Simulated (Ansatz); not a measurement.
Other settings, tried on Cu₄Os.

```yaml
crystal:
  periodic: [false, false, false]
  atoms:
    - {symbol: Os, position_ang: [0.203603, -1.096845, -0.215845]}
    - {symbol: Cu, position_ang: [0.481797, 1.072215, -1.329421]}
    - {symbol: Cu, position_ang: [-1.180209, -0.684494, 1.693709]}
    - {symbol: Cu, position_ang: [-1.653511, 0.495053, -0.413038]}
    - {symbol: Cu, position_ang: [2.148330, 0.214071, 0.264595]}
basis:
  gaussian: {orbitals: def2-SVPD}
hamiltonian: {xc: {name: B2PLYP}}
scf: {omitted_lower_state_checks: [starts]}
```

```sh
$ ansatz run in.yaml --threads 4 --pin off --events-out ev --progress --plain --max-ram 8704MiB
```

Shortened log:

```
Functional definition: B2PLYP
1771 factors; integrals over basis functions are off by at most 6.1e-4 eV
mean field evaluation 1: about -180930.7952 eV, gradient 9.7e1 eV
mean field evaluation 2: about -180931.1926 eV, gradient 9.8e1 eV
mean field evaluation 4: about -180934.7708 eV, gradient 7.1e1 eV
mean field evaluation 8: about -180946.9776 eV, gradient 1.9e0 eV
mean field evaluation 16: about -180947.0631 eV, gradient 1.1e-1 eV
mean field evaluation 32: about -180947.0643 eV, gradient 1.1e-3 eV
mean field -180947.06429933 eV, -6649.6819626749 hartree, gradient 4.6e-6 eV, S^2 0.000000; 0 other end points of the search recorded, 0 dependent functions left out; unrestricted orbitals would lower it
20 core orbitals not correlated: weight in the atoms' cores, before any rotation towards them, 1.000 or more for the frozen orbitals, at most 0.000 for the correlated occupied ones
reference -180947.06444070 eV, -6649.6819678704 hartree; 46, 46 occupied and 105, 105 virtual orbitals, 1771 factors
second order -71.62103331 eV of doubles, -0.00000000 eV of singles
Total energy: -180966.40211970 eV, -6650.3926144660 hartree
Checks for a lower state left out: starts
```

It took 19 s on 4 threads of Arm Neoverse V2 on a shared host, peak host memory 0.77 GiB.

In the def2 sets Os takes a core potential; there is no spin–orbit coupling. Correlated methods freeze 20 core orbitals; core or outer-core shells of Os are correlated, in sets that lack core-valence functions. The restricted singlet is unstable: a solution with broken spin symmetry lies lower.
